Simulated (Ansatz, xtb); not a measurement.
Relative energy of two isomers of C5H3ClO3

We compare a, `O=C(O)c1coc(Cl)c1`, a singlet, with b, `O=C1C=C(CCl)C(=O)O1`, a singlet. Both are isolated molecules in the gas phase, relaxed with B3LYP-D3(BJ)/def2-SVP; the shapes shown needn't be the lowest conformers.

a (Å):

```xyz
12

C    -1.5722    0.3562    0.7997
C    -1.5888   -0.4026   -0.4612
C    -0.5270   -0.9735   -1.1148
C    -2.3012   -1.4043   -2.3152
C    -2.7578   -0.6857   -1.2509
Cl   -3.0947   -2.0865   -3.6627
O    -2.5473    0.8354    1.3272
O    -0.3285    0.4632    1.3163
O    -0.9546   -1.5843   -2.2433
H    -0.4129    0.9738    2.1391
H     0.5365   -1.0216   -0.9023
H    -3.7795   -0.3874   -1.0374
```

b (Å):

```yaml
atoms:
  - { symbol: C, position_ang: [0.2084, -2.7457, -1.7031] }
  - { symbol: C, position_ang: [-0.6808, -2.0358, -0.7444] }
  - { symbol: C, position_ang: [-0.8327, -0.7742, -1.1712] }
  - { symbol: C, position_ang: [-1.5971, 0.3774, -0.6259] }
  - { symbol: C, position_ang: [-0.0370, -0.6244, -2.4369] }
  - { symbol: Cl, position_ang: [-2.4816, -0.0206, 0.8800] }
  - { symbol: O, position_ang: [0.5991, -3.8702, -1.7034] }
  - { symbol: O, position_ang: [0.0878, 0.3431, -3.1255] }
  - { symbol: O, position_ang: [0.5605, -1.8337, -2.7017] }
  - { symbol: H, position_ang: [-1.1067, -2.5107, 0.1371] }
  - { symbol: H, position_ang: [-2.3251, 0.7330, -1.3706] }
  - { symbol: H, position_ang: [-0.9158, 1.2161, -0.4160] }
```

Quicker runs give these differences E(b) − E(a): GFN2-xTB +38.9 kJ/mol; HF/STO-3G −44.0 kJ/mol (at GFN2-xTB geometries); r2SCAN-D4/def2-SVP −24.9 kJ/mol (at GFN2-xTB geometries).

Q: Estimate E(b) − E(a) at the level CCSD(T)/def2-SVP + ΔMP2/def2-TZVPP.

A: Calculated at CCSD(T)/def2-SVP + ΔMP2/def2-TZVPP: E(b) − E(a) = −29.7 kJ/mol, so structure b lies lower.

Level by level:

```
                             level               geometry  E(b) − E(a) (kJ/mol)  departure from the last row (kJ/mol)  job, with rough time for the two
                          GFN2-xTB               GFN2-xTB                   +38.9                                 +68.6              optimisation, 0.15 s
                         HF/STO-3G               GFN2-xTB                   −44.0                                 −14.3              single point, 0.48 s
                r2SCAN-D4/def2-SVP               GFN2-xTB                   −24.9                                  +4.7               single point, 4.1 s
             B3LYP-D3(BJ)/def2-SVP  B3LYP-D3(BJ)/def2-SVP                   −27.2                                  +2.4                optimisation, 34 s
                       HF/def2-SVP  B3LYP-D3(BJ)/def2-SVP                   −48.3                                 −18.6           part of the CCSD(T) run
                      MP2/def2-SVP  B3LYP-D3(BJ)/def2-SVP                   −16.9                                 +12.8           part of the CCSD(T) run
                  CCSD(T)/def2-SVP  B3LYP-D3(BJ)/def2-SVP                   −30.4                                  −0.7                      single point
CCSD(T)/def2-SVP + ΔMP2/def2-TZVPP  B3LYP-D3(BJ)/def2-SVP                   −29.7                                                   single point, 1.7 min
```

As drawn, b has 1 C=O, 2 C–C, 1 C=C, 1 C–O, 1 C–H in place of 3 C∷C, 2 C∷O, 1 O–H (∷ is an aromatic bond). Structure a has a 5-membered ring (with an aromatic ring), b a 5-membered ring.

GFN2-xTB puts the two in the other order. The largest departure from CCSD(T)/def2-SVP + ΔMP2/def2-TZVPP is that of GFN2-xTB, 68.6 kJ/mol. The last row adds to CCSD(T) the change of the MP2 difference between the two basis sets, here +0.7 kJ/mol.

With thermal terms from frequencies at re-optimised GFN2-xTB minima (ideal gas, soft modes damped towards free rotors, one conformer each, 298.15 K, 1 atm): the zero-point term adds −2.7 kJ/mol; ΔH is −31.8 and ΔG −33.3 kJ/mol.

The correlated steps freeze 13 core orbitals. Programs: Ansatz 0.2.0, xtb 6.7.1; the last row on 4 threads of Arm Neoverse V1 on a shared host.
